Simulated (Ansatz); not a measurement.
Gas-phase electronic energies from Ansatz, PBE0-D4/def2-TZVP geometries. CCSD(T)/CBS is the MP2 limit (def2-TZVPP, def2-QZVPP) plus CCSD(T) − MP2 in def2-TZVPP, frozen cores. DFT in def2-TZVPP. B3LYP here is the variant with VWN-RPA as its local correlation; programs differ in this. Elements past krypton have def2 core potentials. For Br, Ga, Sn outer-core shells are correlated without core-valence functions, which leaves a few kJ/mol of doubt a bond. Scalar relativity is left out up to krypton. Each species was taken in one conformer, which may not be the lowest.

Consider the redistribution: `[Br][GaH][Br]` + `O[SiH2][SnH2][Cl]` → `[OH][Ga]([Br])[Br]` + `[SiH3][SnH2][Cl]`.

| level | ΔE (kcal/mol) | difference from CCSD(T)/CBS |
| --- | --- | --- |
| PBE0-D4 | 7.5 | 0.5 |
| B3LYP-D4 | 8.1 | 1.1 |
| ωB97X-V | 7.0 | 0.0 |
| B2PLYP | 6.7 | -0.3 |
| r2SCAN | 7.5 | 0.5 |
| B3LYP | 7.6 | 0.6 |
| MP2/def2-TZVPP | 5.5 | -1.5 |
| SCS-MP2/def2-TZVPP | 5.4 | -1.6 |
| CCSD/def2-TZVPP | 5.6 | -1.4 |
| MP2/def2-QZVPP | 6.5 | -0.5 |
| CCSD(T)/CBS | 7.0 | 0 |

Largest T1 diagnostic among the species: 0.012.

In def2-TZVPP, CCSD(T) changes the Hartree–Fock value by −1.8 kcal/mol (the triples alone add −0.3 kcal/mol) and MP2 by −1.6 kcal/mol.
